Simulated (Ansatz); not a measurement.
Two structures, one formula

Two isomers of CH$_{2}$ClFMg, singlet, relaxed at PBE0-D4/def2-TZVP (vibrations not checked).

A:

```
atom    x (Å)    y (Å)    z (Å)
  F1  -0.8423   1.4921   0.3740
  C2   0.3298   0.6957   0.3685
 Mg3  -0.2861  -1.1057  -0.5214
 Cl4  -0.9671  -2.9636  -1.4520
  H5   1.0953   1.2589  -0.1758
  H6   0.6704   0.6226   1.4067
```

B:

F1  (-0.314, -2.851, 0.891)
Mg2  (-0.090, -1.181, 0.407)
C3  (0.329, 0.794, -0.017)
Cl4  (-1.070, 0.483, -1.228)
H5  (1.161, 1.121, -0.639)
H6  (-0.015, 1.633, 0.586)
(Å)

Computed with Ansatz 0.2.0 (basis: def2-TZVPP); correlated methods freeze the cores. The outer core shell of Li, Na, Mg and K is correlated. The def2 sets are not built for correlating such inner shells, so the correlated values are less sure here. B3LYP uses VWN-RPA correlation.

(1) Which structure is lower at CCSD(T), and by how much? (Judge from chemistry; the value comes from the calculation.)

The T1 diagnostic stays at or below 0.011.

## Answers

(1) By the calculation: B, by 35.0 kJ/mol (electronic energy, against the other). By their contacts, A is CH₂ClFMg ([F][CH2][Mg][Cl]) and B is CH₂ClFMg ([F][Mg]1[CH2][Cl]1).

All methods give the same order:

```csv
method,E(B) − E(A) (kJ/mol)
PBE-D4,-31.3
r2SCAN-D4,-34.9
PBE0-D4,-28.5
B3LYP-D4,-28.7
wB97M-V,-29.6
HF,-13.4
MP2,-42.8
CCSD,-31.7
CCSD(T),-35.0
```

Labels in which every atom is bracketed show which atoms are joined, not bond orders.
